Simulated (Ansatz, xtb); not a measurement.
## C7H5Br: which of two isomers lies lower

Structure X is `C#CC1=CC=C(Br)C1`, a singlet and structure Y is `C#CC1=CC(Br)=CC1`, a singlet. Both are isolated molecules in the gas phase, relaxed with B3LYP/def2-SVP.

Task: Estimate which is lower in electronic energy at CCSD(T)/def2-SVP + ΔMP2/def2-TZVPP, and by roughly how much.

Result: CCSD(T)/def2-SVP + ΔMP2/def2-TZVPP gives E(Y) − E(X) = +0.24 kcal/mol, slightly favouring structure X, which is too small a margin to settle the true order.

The same difference at several levels:

| level | geometry | E(Y) − E(X) (kcal/mol) | departure from the last row (kcal/mol) | job, with rough time for the two |
| --- | --- | --- | --- | --- |
| GFN2-xTB | GFN2-xTB | +0.70 | +0.46 | optimisation, 0.15 s |
| HF/STO-3G | GFN2-xTB | +0.38 | +0.13 | single point, 0.76 s |
| r2SCAN-D4/def2-SVP | GFN2-xTB | +0.78 | +0.54 | single point, 7.2 s |
| B3LYP/def2-SVP | B3LYP/def2-SVP | +0.58 | +0.34 | optimisation, 63 s |
| HF/def2-SVP | B3LYP/def2-SVP | +0.30 | +0.06 | part of the CCSD(T) run |
| MP2/def2-SVP | B3LYP/def2-SVP | +0.62 | +0.37 | part of the CCSD(T) run |
| CCSD(T)/def2-SVP | B3LYP/def2-SVP | +0.46 | +0.21 | single point |
| CCSD(T)/def2-SVP + ΔMP2/def2-TZVPP | B3LYP/def2-SVP | +0.24 |  | single point, 3.8 min |

As drawn, both hold the same kinds of bond in the same numbers.

The largest departure from CCSD(T)/def2-SVP + ΔMP2/def2-TZVPP is that of r2SCAN-D4/def2-SVP, 0.54 kcal/mol. The last row adds to CCSD(T) the change of the MP2 difference between the two basis sets, here −0.21 kcal/mol.

With thermal terms from frequencies at re-optimised GFN2-xTB minima (ideal gas, soft modes damped towards free rotors, one conformer each, 298.15 K, 1 atm): the zero-point term adds −0.09 kcal/mol; ΔH is +0.15 and ΔG +0.17 kcal/mol.

The correlated steps freeze 16 core orbitals; the filled d shell of Br is correlated, in a basis made for valence electrons. Run with Ansatz 0.2.0, xtb 6.7.1; the last row on 2 threads of Arm Neoverse V2 on a shared host.
